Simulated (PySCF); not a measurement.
Isomers of C4H12N2SSi, mass 148.049 u with the commonest isotopes. Computed with PBE0/pcSseg-1 in PySCF (dipole) on a GFN2-xTB geometry, gas phase. One conformer each, none proved a minimum here; rigid rotors.

Question: Order these by rotational constant A, largest first.
A. `[NH2:1][CH2:2][C:3]1([NH:4][SiH2:5][SH:6])[CH2:7][CH2:8]1` with H–N1–C2–C3 59° and -60°, N1–C2–C3–N4 61°, C2–C3–N4–Si5 56°, C3–N4–Si5–S6 39°, N4–Si5–S6–H 47°
B. `[CH3:1][S:2][C@@H:3]1[CH2:4][CH2:5][Si:6]1([NH2:7])[NH2:8]` with C1–S2–C3–C4 -73°, C5–Si6–N7–H -48° and 180°, C5–Si6–N8–H 41° and -96°
C. `[CH3:1]/[N:2]=[CH:3]\[C@@H:4]([CH3:5])[NH:6][SiH2:7][SH:8]` with N2–C3–C4–C5 169°, C3–C4–N6–Si7 149°, C4–N6–Si7–S8 -37°, N6–Si7–S8–H -176°
D. `[CH3:1]/[N:2]=[CH:3]\[CH2:4][N:5]([CH3:6])[SiH2:7][SH:8]` with N2–C3–C4–N5 160°, C3–C4–N5–C6 -72°, C4–N5–Si7–S8 -166°, N5–Si7–S8–H 57°

Answer: D (4086 MHz), B (2274 MHz), A (1959 MHz), C (1755 MHz).

Question: Order these by out-of-plane moment Σ m c² = (Ia + Ib − Ic)/2, largest first.
A. `[CH3:1]/[N:2]=[CH:3]\[C@@H:4]([CH3:5])[NH:6][SiH2:7][SH:8]` with N2–C3–C4–C5 169°, C3–C4–N6–Si7 149°, C4–N6–Si7–S8 -37°, N6–Si7–S8–H -176°
B. `[CH3:1][S:2][C@@H:3]1[CH2:4][CH2:5][Si:6]1([NH2:7])[NH2:8]` with C1–S2–C3–C4 -73°, C5–Si6–N7–H -48° and 180°, C5–Si6–N8–H 41° and -96°
C. `[CH3:1]/[N:2]=[CH:3]\[CH2:4][N:5]([CH3:6])[SiH2:7][SH:8]` with N2–C3–C4–N5 160°, C3–C4–N5–C6 -72°, C4–N5–Si7–S8 -166°, N5–Si7–S8–H 57°
D. `[NH2:1][CH2:2][C:3]1([NH:4][SiH2:5][SH:6])[CH2:7][CH2:8]1` with H–N1–C2–C3 59° and -60°, N1–C2–C3–N4 61°, C2–C3–N4–Si5 56°, C3–N4–Si5–S6 39°, N4–Si5–S6–H 47°

Answer: D (90.24 u·Å²), B (79.24 u·Å²), A (77.31 u·Å²), C (44.81 u·Å²).

Question: Order these by rotational constant B, largest first.
A. `[NH2:1][CH2:2][C:3]1([NH:4][SiH2:5][SH:6])[CH2:7][CH2:8]1` with H–N1–C2–C3 59° and -60°, N1–C2–C3–N4 61°, C2–C3–N4–Si5 56°, C3–N4–Si5–S6 39°, N4–Si5–S6–H 47°
B. `[CH3:1]/[N:2]=[CH:3]\[CH2:4][N:5]([CH3:6])[SiH2:7][SH:8]` with N2–C3–C4–N5 160°, C3–C4–N5–C6 -72°, C4–N5–Si7–S8 -166°, N5–Si7–S8–H 57°
C. `[CH3:1][S:2][C@@H:3]1[CH2:4][CH2:5][Si:6]1([NH2:7])[NH2:8]` with C1–S2–C3–C4 -73°, C5–Si6–N7–H -48° and 180°, C5–Si6–N8–H 41° and -96°

Answer: A (955.3 MHz), C (912.3 MHz), B (529.7 MHz).

```
                 SMILES  point group  Ia (u·Å²)  Ib (u·Å²)  Ic (u·Å²)      κ  μa (D)  μb (D)  μc (D)
      NCC1(N[SiH2]S)CC1           C1     258.03     529.05     606.61  -0.78    1.70    0.73    2.52
C/N=C\[C@@H](C)N[SiH2]S           C1     287.97     533.88     667.23  -0.62    1.63    1.83    0.91
   CS[C@@H]1CC[Si]1(N)N           C1     222.20     553.96     617.69  -0.87    0.80    0.83    0.97
     C/N=C\CN(C)[SiH2]S           C1     123.68     954.07     988.13  -0.99    1.25    0.62    1.29
```
